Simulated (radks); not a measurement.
Neutral vanadium inside a hard spherical wall (all orbitals vanish at R), configuration held at [Ar] 3d3 4s2 and not refilled when levels cross. Calculated with a radial shooting solver on a logarithmic mesh with Libxc functionals: scalar-relativistic Kohn-Sham, PBEsol, spin-unpolarised, spherical densities, finite nucleus; Fermi nuclear charge, rms radius 3.6002 fm. Eigenvalues in eV, with the zero of energy where the potential of the charges vanishes at infinity; a dash marks a level that is unbound or too diffuse for the functional's potential to be trusted. A positive occupied level is held by the wall or, in an anion where self-interaction has pushed it up, behind a barrier. The pressure on the wall is -dE/dV.

R (bohr)  E (hartree)  kinetic (hartree)    e(3s)    e(3p)   e(3d)   e(4s)  e(4p, empty)  e(5s, empty)  pressure (GPa)
free       -947.98298            956.637  -70.034  -43.947  -5.184  -4.716        -1.425             -               0
20         -947.98298            956.637  -70.034  -43.947  -5.184  -4.716        -1.425             -        < 0.0001
15         -947.98298            956.637  -70.034  -43.947  -5.184  -4.716        -1.421         0.336        < 0.0001
12         -947.98291            956.638  -70.027  -43.940  -5.177  -4.710        -1.391         0.920         0.00119
8          -947.97727            956.681  -69.738  -43.651  -4.904  -4.463        -0.848         4.633           0.229
7          -947.96599            956.748  -69.356  -43.271  -4.549  -4.108        -0.236         7.505           0.883
6          -947.93247            956.914  -68.541  -42.463  -3.795  -3.268         1.071        12.774            3.59
3.5        -947.05594            959.953  -59.881  -34.020   4.592  10.803        19.292        69.326             233
2.5        -943.92223            969.807  -45.540  -19.708  20.867  49.771        63.452        182.14            2590
2          -937.67057            988.554  -26.301    0.599  44.232  114.41        130.96        337.55           12400
